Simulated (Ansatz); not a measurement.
The same group exchange along the group O, S, Te.

Calculated with Ansatz (gas phase, PBE0-D4/def2-TZVP geometries, no zero-point term in ΔE). CCSD(T)/CBS adds triple-zeta CCSD(T) − MP2 to the extrapolated MP2 energy (def2 sets, frozen cores). This one scheme is used for every species. Functionals use def2-TZVPP. Elements past krypton have def2 core potentials. For Te outer-core shells are correlated without core-valence functions, which leaves a few kJ/mol of doubt a bond. Each species was taken in one conformer, which may not be the lowest.

```csv
reaction,ωB97M-V (kJ/mol),PBE-D4 (kJ/mol),CCSD(T)/CBS(def2) (kJ/mol)
`C=CCO` + `C#C` → `C#CCO` + `C=C`,-1,-5,1
`C=CCS` + `C#C` → `C#CCS` + `C=C`,-1,-4,1
`C=CC[TeH]` + `C#C` → `C#CC[TeH]` + `C=C`,-7,-10,-4
```

Largest T1 diagnostic: 0.013, for `C#C`.
